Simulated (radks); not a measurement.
Fe3+, 23 electrons, occupied as [Ar] 3d4 4p1 (not the ground configuration).

Method: non-relativistic Kohn-Sham, PBE, spin-polarised, spherical densities, point nucleus; open shells are filled with parallel spins first; computed with a radial shooting solver on a logarithmic mesh with Libxc functionals.

Energy parts (eV):
total: -34300.514
kinetic: 34276.303
electron-nucleus: -80556.831
Hartree: 13446.239
exchange-correlation: -1466.224

Orbitals (lengths in bohr, moments of r in powers of bohr; r(90%) holds 90 % of the orbital's charge):
orbital	occ.	eigenvalue (eV)	<r^2>	<r^4>	r(90%)
1s up	1	-6980.955	0.004691	0.00005617	0.105
1s down	1	-6980.907	0.004691	0.00005616	0.105
2s up	1	-856.5492	0.08618	0.01293	0.419
2s down	1	-854.0804	0.08583	0.01281	0.417
2p up	3	-745.6381	0.06898	0.009652	0.388
2p down	3	-743.7630	0.06862	0.009539	0.387
3s up	1	-140.4814	0.7410	0.8725	1.20
3s down	1	-135.1451	0.7476	0.8909	1.20
3p up	3	-107.6958	0.8110	1.113	1.27
3p down	3	-102.4230	0.8222	1.150	1.28
3d up	4	-54.0371	1.054	2.370	1.52
3d down	0	-48.8577	1.104	2.630	1.56
4p up	1	-27.7693	6.781	68.82	3.57

The highest occupied level is 4p up at -27.769 eV. The configuration is held as typed, so some empty levels lie below it. Spin moment in Bohr magnetons: 5. The spin density at the nucleus is -1.014 e/bohr^3 (1s -0.083, 2s -2.015, 3s 1.085), a Fermi contact field of -53.1 T. Summed over all electrons, <r^2> = 17.98 bohr^2, which gives a Langevin (diamagnetic) susceptibility term of -14.2 x 10^-6 cm^3/mol.
